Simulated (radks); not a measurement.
Trend from Mg to Ar: ionisation energy by Delta-SCF between NIST ground configurations, and size. All-electron calculation, non-relativistic Kohn-Sham, PBEsol, spin-unpolarised, spherical densities, point nucleus. Program: a radial shooting solver on a logarithmic mesh with Libxc functionals.

species  configuration  configuration of the ion  IE (eV)  NIST (eV)  kind  -e(HOMO) (eV)  outermost  <r> outermost (bohr)
Mg            [Ne] 3s2                  [Ne] 3s1    7.909      7.646  exp.     4.673 (3s)         3s                  3.16
Al        [Ne] 3s2 3p1                  [Ne] 3s2    5.746      5.986  exp.     2.697 (3p)         3p                  3.43
Si        [Ne] 3s2 3p2              [Ne] 3s2 3p1    7.724      8.152  exp.     4.066 (3p)         3p                  2.79
P         [Ne] 3s2 3p3              [Ne] 3s2 3p2    9.710     10.487  exp.     5.490 (3p)         3p                  2.37
S         [Ne] 3s2 3p4              [Ne] 3s2 3p3   11.747     10.360  exp.     6.991 (3p)         3p                  2.07
Cl        [Ne] 3s2 3p5              [Ne] 3s2 3p4   13.851     12.968  exp.     8.576 (3p)         3p                  1.84
Ar                [Ar]              [Ne] 3s2 3p5   16.030     15.760  exp.    10.249 (3p)         3p                  1.66

Reference values: NIST Atomic Spectra Database (exp. = measured, semi-emp. = semi-empirical, theory = theoretical value adopted there). Spin polarisation and multiplet splitting are left out, so open shells lie too high by an amount that depends on their filling.

Beside tabulated values, note that spin-unpolarised runs miss the spin-polarisation part of the exchange energy of open shells.
